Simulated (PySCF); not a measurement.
**A thermochemical cycle for SiHg**

PBE0 in PySCF with def2-SVPD on every atom (core potentials on Hg), for the lowest determinant that a PBE0 search found; no spin–orbit coupling. SiHg, a triplet (π ↑↑), has De = 0.60 eV to neutral atoms, and SiHg⁺, a doublet (π ↑), has De = 1.47 eV to Si⁺ + Hg.

At the same level the Si atom ionises at 8.21 eV.

Q: What is the adiabatic ionisation energy of the molecule, and does ionisation strengthen or weaken the bond?

A: IE = IE(Si) + De(neutral) − De(ion) = 8.21 + 0.60 − 1.47 = 7.34 eV. De changes by +0.87 eV, so ionisation strengthens the bond.

These are scalar-relativistic numbers at best; spin–orbit coupling would shift them, the dissociation energy most. For an ion De counts to the pair picked by the measured ionisation energies or electron affinities, which need not be the lowest pair at this level. States were picked by a PBE0 search and need not be the measured ground states.
